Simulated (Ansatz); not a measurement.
Calculated with Ansatz (gas phase, PBE0-D4/def2-TZVP geometries, no zero-point term in ΔE). CCSD(T)/CBS is the MP2 limit (def2-TZVPP, def2-QZVPP) plus CCSD(T) − MP2 in def2-TZVPP, frozen cores. Functionals use def2-TZVPP. B3LYP here is the variant with VWN-RPA as its local correlation; programs differ in this. One conformer a species, not always the lowest.

Consider the formal exchange of groups at the Si–O bond: `O[SiH2]O[SiH2]O` + `BO[SiH3]` → `O[SiH2]BO[SiH3]` + `O[SiH2]O`.

`O[SiH2]O[SiH2]O`:

Cartesian coordinates in Å:
```
O -0.606 -1.343 -1.355
Si 0.871 -1.140 -0.661
O 0.818 -0.026 0.529
Si -0.025 1.299 0.989
O -1.628 1.132 0.690
H -1.260 -1.840 -0.861
H 1.748 -0.668 -1.754
H 1.353 -2.405 -0.057
H 0.100 1.449 2.452
H 0.528 2.467 0.257
H -1.898 1.075 -0.229
```

`BO[SiH3]`:

Z-matrix (Å, degrees):
```
Si
O 1 1.658
H 1 1.482 2 107.9
H 1 1.482 2 107.9 3 -118.9
H 1 1.485 2 110.1 3 120.6
B 2 1.347 1 132.3 3 -120.7
H 6 1.199 2 118.0 1 180.0
H 6 1.204 2 120.0 1 0.0
```

`O[SiH2]BO[SiH3]`:

```xyz
12

O    -2.725   -0.572   -1.694
Si   -1.294   -1.138   -1.077
B    -0.285    0.256    0.006
O     0.998    0.007    0.345
Si    2.117    0.871    1.216
H    -3.310   -0.112   -1.090
H    -1.524   -2.337   -0.210
H    -0.513   -1.589   -2.259
H    -0.788    1.294    0.378
H     2.534    0.039    2.369
H     1.515    2.146    1.684
H     3.276    1.134    0.332
```

`O[SiH2]O`:

Z-matrix (Å, degrees):
```
Si
O 1 1.642
O 1 1.642 2 113.5
H 1 1.481 2 111.5 3 116.9
H 1 1.481 2 103.8 3 -121.2
H 2 0.958 1 117.7 3 -66.0
H 3 0.958 1 117.7 2 -66.0
```

```tsv
level	ΔE (kcal/mol)	difference from CCSD(T)/CBS
ωB97X-V	37.8	-0.7
B2PLYP	39.0	0.5
r2SCAN	37.4	-1.1
B3LYP	37.4	-1.1
SCS-MP2/def2-TZVPP	40.6	2.1
CCSD/def2-TZVPP	39.0	0.5
CCSD(T)/def2-TZVPP	38.4	-0.1
HF/def2-QZVPP	44.2	5.7
SCS-MP2/def2-QZVPP	40.8	2.3
CCSD/CBS(def2)	39.1	0.6
CCSD(T)/CBS	38.5	0
```

Largest T1 diagnostic among the species: 0.013.

In def2-TZVPP, CCSD(T) changes the Hartree–Fock value by −5.3 kcal/mol (the triples alone add −0.6 kcal/mol) and MP2 by −3.4 kcal/mol. From PBE to PBE0 (25 % exact exchange), in def2-TZVPP and without D4, ΔE moves by +2.5 kcal/mol.

CCSD(T)/CBS has its own doubt, a few kJ/mol and more with outer-core shells, so smaller differences from it don't rank the levels.
